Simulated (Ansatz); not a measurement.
Cost and result for the atomization energy of C$_{3}$H$_{3}$FSi (8 atoms, 8 bonds).

```xyz
8

F    -0.410   -2.191    1.163
C    -0.699   -1.052    0.523
C    -0.280   -0.761   -0.715
C     0.283    0.271   -1.329
Si    0.245    0.635    0.515
H    -0.058    0.762   -2.231
H    -0.599    1.806    0.824
H     1.519    0.529    1.249
```

Total charge 0; spin multiplicity 1. All single points use the PBE0-D4/def2-TZVP geometry. Program: Ansatz. All runs use 2 threads of an Arm Neoverse V1 on a shared host. Times are those of one run each, without the atoms' runs, and a repeat can differ threefold. Electronic energies, without spin–orbit coupling; frozen cores. CCSD(T)/CBS adds CCSD(T) − MP2 in def2-TZVPP to the MP2 limit, and its time is that of the two runs behind it. T1 = 0.017; the RHF reference is unstable towards UHF. B3LYP takes the VWN-RPA correlation (the form of Gaussian; ORCA's B3LYP/G). HSE06 is the plane-wave form, built on full-range PBE exchange.

CCSD(T)/CBS is a level of theory with its own doubt, some kJ/mol a heavy atom from the limit and from the frozen cores, so smaller differences don't rank the functionals.

```
                            level  functions  wall time
           LDA (SPW92)/def2-TZVPP        208      1.7 s
             revPBE-D4/def2-TZVPP        208      2.9 s
  PBE-D4/def2-TZVPP (with forces)        208      3.6 s
               PBE0-D4/def2-TZVPP        208      3.9 s
              HSE06-D4/def2-TZVPP        208      4.2 s
                 CCSD(T)/def2-SVP         89      4.9 s
B3LYP-D4/def2-TZVPP (with forces)        208        6 s
            r2SCANh-D4/def2-TZVPP        208        7 s
                B97M-V/def2-TZVPP        208       14 s
 ωB97M-V/def2-TZVPP (with forces)        208       16 s
                   MP2/def2-QZVPP        388       30 s
               CCSD(T)/def2-TZVPP        208      2 min
                CCSD(T)/CBS(def2)          –    2.5 min
```

**Question.** What atomization energy does each give, and how far from CCSD(T)/CBS? (Estimate.)

**Answer.** Ansatz gave: 
| level | atomization (kJ/mol) | difference from CCSD(T)/CBS | per bond |
| --- | --- | --- | --- |
| LDA (SPW92)/def2-TZVPP | 3667.1 | 586.2 | 73.3 |
| revPBE-D4/def2-TZVPP | 3133.8 | 52.9 | 6.6 |
| PBE-D4/def2-TZVPP (with forces) | 3232.4 | 151.5 | 18.9 |
| PBE0-D4/def2-TZVPP | 3127.5 | 46.6 | 5.8 |
| HSE06-D4/def2-TZVPP | 3131.4 | 50.5 | 6.3 |
| CCSD(T)/def2-SVP | 2895.0 | -185.9 | -23.2 |
| B3LYP-D4/def2-TZVPP (with forces) | 3079.9 | -1.0 | -0.1 |
| r2SCANh-D4/def2-TZVPP | 3091.9 | 11.0 | 1.4 |
| B97M-V/def2-TZVPP | 3124.2 | 43.3 | 5.4 |
| ωB97M-V/def2-TZVPP (with forces) | 3098.0 | 17.1 | 2.1 |
| MP2/def2-QZVPP | 3147.5 | 66.6 | 8.3 |
| CCSD(T)/def2-TZVPP | 2984.4 | -96.5 | -12.1 |
| CCSD(T)/CBS(def2) | 3080.9 | 0.0 | 0.0 |

Leaving LDA and LC-ωPBE aside and taking each functional with its dispersion term where it has one, the values, not all of them listed here, spread over 297.3 kJ/mol, from BHLYP-D4 to PBE-D4. LDA lies +451.9 kJ/mol from PBE without D4, its usual overbinding. The D4 term adds +28.0 kJ/mol with B3LYP and +14.3 kJ/mol with PBE0; it sums over pairs of atoms, weighted by their polarisabilities, and B3LYP, whose exchange is more repulsive, gets the larger term. At CCSD(T), def2-SVP lies −185.9 kJ/mol from the extrapolated value and def2-TZVPP −96.5 kJ/mol: correlation converges slowly with the basis, and small sets miss more of it in the bonded molecule than in its fragments.
